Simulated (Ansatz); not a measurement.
Reaction (ligand exchange at the Nb–O bond): `C[O][Nb](=[NH])([OH])[F]` + dimethylamine → `C[N](C)[Nb](=[NH])([OH])[F]` + CH₃OH

Calculated with Ansatz (gas phase, PBE0-D4/def2-TZVP geometries, no zero-point term in ΔE). CCSD(T)/CBS adds triple-zeta CCSD(T) − MP2 to the extrapolated MP2 energy (def2 sets, frozen cores). This one scheme is used for every species. Functionals use def2-TZVPP. Elements past krypton have def2 core potentials. For Nb outer-core shells are correlated without core-valence functions, which leaves a few kJ/mol of doubt a bond. Each species was taken in one conformer, which may not be the lowest.

Is it downhill or uphill in electronic energy at CCSD(T)/CBS, and by how much? (Best estimate.)

Computed: Uphill: ΔE = +8.9 kcal/mol.

What do these levels give: revPBE-D4, PBE0-D4, r2SCANh-D4, BLYP, HF/def2-QZVPP, CCSD/CBS(def2)? (Best estimate.)

The calculation gave: revPBE-D4 10.5, PBE0-D4 10.7, r2SCANh-D4 11.1, BLYP 13.1, HF/def2-QZVPP 15.3, CCSD/CBS(def2) 9.9 kcal/mol.

Largest T1 diagnostic among the species: 0.020.

The D4 term adds −1.4 kcal/mol with B3LYP and −0.9 kcal/mol with PBE0; it sums over pairs of atoms, weighted by their polarisabilities, and B3LYP, whose exchange is more repulsive, gets the larger term. In def2-TZVPP, CCSD(T) changes the Hartree–Fock value by −6.2 kcal/mol (the triples alone add −1.0 kcal/mol) and MP2 by −7.5 kcal/mol.

B3LYP here is the variant with VWN-RPA as its local correlation; programs differ in this.
